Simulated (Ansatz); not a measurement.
`[AlH2][CH]1C[SiH2]1` and `[SnH3][CH]1C[SiH2]1` differ in one atom or group.

Ansatz, PBE0-D4/def2-TZVP geometries, multiplicity 1. 

Elements past krypton have def2 core potentials.

```tsv
property	`[AlH2][CH]1C[SiH2]1`
HOMO energy (PBE0/def2-TZVPP) / eV	-6.76
HOMO energy (B3LYP/def2-TZVPP) / eV	-6.54
LUMO energy (PBE/def2-TZVPP) / eV	-1.74
HOMO energy (PBE/def2-TZVPP) / eV	-5.76
LUMO energy (PBE0/def2-TZVPP) / eV	-0.98
LUMO energy (B3LYP/def2-TZVPP) / eV	-1.17
```

Question: Give the same properties after the change, and the shifts. (An estimate is asked.)

Answer: Ansatz gave: 
| property | `[SnH3][CH]1C[SiH2]1` | shift |
| --- | --- | --- |
| HOMO energy (PBE0/def2-TZVPP) / eV | -6.86 | -0.10 |
| HOMO energy (B3LYP/def2-TZVPP) / eV | -6.66 | -0.12 |
| LUMO energy (PBE/def2-TZVPP) / eV | -0.87 | 0.87 |
| HOMO energy (PBE/def2-TZVPP) / eV | -5.82 | -0.06 |
| LUMO energy (PBE0/def2-TZVPP) / eV | -0.08 | 0.90 |
| LUMO energy (B3LYP/def2-TZVPP) / eV | -0.30 | 0.87 |

With PBE0 the HOMO falls by 0.10 eV and the LUMO rises by 0.90 eV, so the gap widens by about 1.00 eV. PBE moves the HOMO by -0.06 eV and ωB97M-V by -0.13 eV.

B3LYP here is the variant with VWN-RPA as its local correlation; programs differ in this.
